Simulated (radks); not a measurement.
All-electron atom: Ho II in [Xe] 4f11 6s1. Method: Dirac Kohn-Sham, LB94 model potential, spin-unpolarised, spherical densities, finite nucleus; open shells fill j = l - 1/2 first; Fermi nuclear charge, rms radius 5.2022 fm; computed with a radial shooting solver on a logarithmic mesh with Libxc functionals.

Unscreened Slater integrals over Kohn-Sham orbitals (cm^-1). Large and small components are both included.

F0(6s1/2,6s1/2): 58168
F0(6s1/2,4f7/2): 76026
G3(6s1/2,4f7/2): 3249.1
F0(6s1/2,4f5/2): 76131
G3(6s1/2,4f5/2): 3140.6
F0(6s1/2,5p3/2): 71813
G1(6s1/2,5p3/2): 6889.2
F0(4f7/2,4f7/2): 248470
F2(4f7/2,4f7/2): 114650
F4(4f7/2,4f7/2): 71294
F6(4f7/2,4f7/2): 51115
F0(4f7/2,4f5/2): 250800
F2(4f7/2,4f5/2): 115880
F4(4f7/2,4f5/2): 72084
G2(4f7/2,4f5/2): 115580
G4(4f7/2,4f5/2): 71910
G6(4f7/2,4f5/2): 51567
F0(4f7/2,5p3/2): 153950
F2(4f7/2,5p3/2): 51707
G2(4f7/2,5p3/2): 27790
G4(4f7/2,5p3/2): 21058
F0(4f5/2,4f5/2): 253180
F2(4f5/2,4f5/2): 117150
F4(4f5/2,4f5/2): 72906
F0(4f5/2,5p3/2): 154560
F2(4f5/2,5p3/2): 51256
G2(4f5/2,5p3/2): 27002
G4(4f5/2,5p3/2): 20559
F0(5p3/2,5p3/2): 128030
F2(5p3/2,5p3/2): 68461
